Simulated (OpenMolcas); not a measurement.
Mo4+: moving or changing the point charges

Mo4+ among 6 point charges of -1.7 e arranged as a trigonal antiprism (D3d), 1.93 Å from the ion, with a polar angle of 48.2° against the regular 54.74°. The active orbitals were held to one l.

```yaml
Program: OpenMolcas 26.06
Method: CASSCF
Basis: ANO-RCC-VTZP [7s6p4d2f1g]
Scalar_Hamiltonian: DKH2, point nucleus
Active_space: 2 electrons in 5 orbitals (4d)
State_averaging: 2S+1 = 3 even, 10 roots; 2S+1 = 1 even, 15 roots
Spin-orbit_coupling: RASSI with atomic mean-field integrals over the reference wave functions
```

Runs around this geometry, states (labels of D3, the rotations of D3d). Energies in cm-1 above the lowest state or level, χT in cm3 K/mol.

```tsv
R (Å)	Polar angle / regular	Ground state	First state of that spin	First gap with spin-orbit (degeneracies)	χT at 300 K	First state of another spin
1.93	0.81	3A2	3E 8881	149.6 (1, 2)	0.822	1E 8934
1.78	0.88	3A2	3E 6740	92.8 (1, 2)	0.832	1E 9570
1.93	0.88	3A2	3E 4319	79.8 (1, 2)	0.728	1E 10292
```

Taking the first state of the same spin as R^-n, n = -ln(4319 / 6740) / ln(1.93 / 1.78) = 5.5 between the shortest and longest distance.

Without dynamic correlation the repulsion within the d shell is too large (B by tens of per cent), so at a given field states of lower spin stand too high. Point charges carry no covalency, so the field is a model and not that of real ligands. No measured value stands beside these numbers.
